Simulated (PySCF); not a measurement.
B97-3 on Pd⁻ (palladium, charge -1), [Kr] 4d10 5s1, 2S determinant. Calculation: PySCF 2.14, in aug-cc-pwCVDZ-PP with ECP28MDF; scalar relativity through the core potential.

```
cycle= 1 E= -127.482165631144  delta_E= -0.00879  |g|= 0.123  |ddm|= 0.557
cycle= 2 E= -127.467373414716  delta_E= 0.0148  |g|= 0.255  |ddm|= 0.43
cycle= 3 E= -127.48846952232  delta_E= -0.0211  |g|= 0.0121  |ddm|= 0.17
cycle= 4 E= -127.488832253213  delta_E= -0.000363  |g|= 0.0138  |ddm|= 0.116
cycle= 5 E= -127.488933135519  delta_E= -0.000101  |g|= 0.00139  |ddm|= 0.053
cycle= 6 E= -127.488937689649  delta_E= -4.55e-06  |g|= 0.000497  |ddm|= 0.0117
cycle= 7 E= -127.488939087838  delta_E= -1.4e-06  |g|= 0.000419  |ddm|= 0.0169
cycle= 8 E= -127.488939526249  delta_E= -4.38e-07  |g|= 4.56e-05  |ddm|= 0.00284
cycle= 9 E= -127.48893953204  delta_E= -5.79e-09  |g|= 1.67e-05  |ddm|= 0.000485
cycle= 10 E= -127.4889395324  delta_E= -3.6e-10  |g|= 1.17e-06  |ddm|= 9.96e-05
converged SCF energy = -127.4889395324  <S^2> = 0.75160563  2S+1 = 2.001605
```

Highest occupied orbital energy: 0.972 eV; ⟨L²⟩ = 0.00; populations by l: s 3.00, p 6.00, d 10.00, f 0.00.

Question: Can this result be used?

Answer: With care. The run converged. Energies and moments cover only the electrons outside the core potential. At B97-3 the highest occupied level has a positive energy, so only the finite basis holds that electron; in a semilocal or global hybrid functional this comes from self-interaction and does not mean that the real anion is unbound.
